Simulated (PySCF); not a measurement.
Gas-phase reaction: WOCl4 + O + Br2 ⇌ WO2Cl2 + 2 BrCl

Method: PySCF energies plus ideal-gas RRHO corrections (1 bar). † marks an energy on the PBE0/def2-TZVP geometry and frequencies. Open shells (unrestricted): O (multiplicity 3); the rest are closed-shell singlets. Spin-orbit splitting is ignored; it lowers the true energy and changes the entropy of O. W: scalar-relativistic def2 core potential, no spin-orbit coupling. Br: all electrons, no relativistic terms.

```
level               ΔH°(298 K), kJ
------------------  --------------
BLYP/def2-TZVP†               -320
PBE0/def2-QZVP†               -268
r2SCAN/def2-TZVP†       (withheld)
LDA/def2-TZVP†          (withheld)
ωB97M-V/def2-TZVP†            -273
ωB97X-V/def2-TZVP†      (withheld)
```

Question: What belongs in the gaps?

Answer: 
- r2SCAN/def2-TZVP†, ΔH°(298 K), kJ: -260
- LDA/def2-TZVP†, ΔH°(298 K), kJ: -357
- ωB97X-V/def2-TZVP†, ΔH°(298 K), kJ: -277
